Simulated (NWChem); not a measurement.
Species: CHS₂ cation; SMILES S=C=[SH+]

Computed with NWChem. The level has its own optimisation; frequencies are unscaled. Brackets give each atom's bonded neighbours.

Task: Estimate the computed values for LDA (Slater exchange, VWN5)/def2-SVP. Quantities: r C–S [C(SS)–S(C)] (Å); r C–S [C(SS)–S(CH)] (Å); r H–S (Å); highest harmonic frequency (cm⁻¹); lowest (cm⁻¹); zero-point energy (kcal/mol).

Result: 
```
Property                           Result
---------------------------------  ------
r C–S [C(SS)–S(C)] (Å)              1.517
r C–S [C(SS)–S(CH)] (Å)             1.633
r H–S (Å)                           1.384
highest harmonic frequency (cm⁻¹)    2482
lowest (cm⁻¹)                         316
zero-point energy (kcal/mol)          8.9
```
